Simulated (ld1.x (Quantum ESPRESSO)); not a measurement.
# u(r) = r·R(r): atom against pseudo-atom (vanadium)

Columns: radius, all-electron u(r) and pseudo u(r) of the 4p shell (level -1.43 eV) of vanadium in the configuration [Ar] 3d3 4s2 4p0; PBEsol, scalar-relativistic, RRKJ scheme, ld1.x (Quantum ESPRESSO) 7.5.

```tsv
r (bohr)	all-electron	pseudo
0.123	0.0992	0.0024
0.245	0.0761	0.0094
0.368	-0.0241	0.0203
0.490	-0.1154	0.0340
0.613	-0.1700	0.0494
0.735	-0.1854	0.0654
0.858	-0.1705	0.0816
0.980	-0.1352	0.0973
1.103	-0.0875	0.1130
1.225	-0.0342	0.1292
1.348	0.0214	0.1468
1.470	0.0759	0.1664
1.593	0.1283	0.1890
1.715	0.1770	0.2144
1.838	0.2222	0.2427
1.960	0.2630	0.2728
2.083	0.3002	0.3039
2.205	0.3333	0.3342
2.328	0.3629	0.3629
2.450	0.3886	0.3886
2.573	0.4112	0.4112
2.695	0.4303	0.4303
2.818	0.4466	0.4466
2.940	0.4599	0.4599
3.063	0.4706	0.4706
3.185	0.4789	0.4789
```

(1) How many radial nodes do the two functions have?

(2) At about which radius was the pseudo-wave matched?

(3) Is the pseudo-wave norm-conserving?

Results:

(1) The all-electron 4p function has n − l − 1 = 2; the pseudo-wave has 0, since the states of the same l below it are removed with the core.

(2) 2.45 bohr. The columns agree to 0.0005 from 2.33 bohr on; several derivatives are matched, so the curves merge somewhat inside the radius.

(3) Yes: the RRKJ scheme keeps the norm inside the radius equal to the all-electron one, which fixes the energy derivative of the logarithmic derivative at the level.
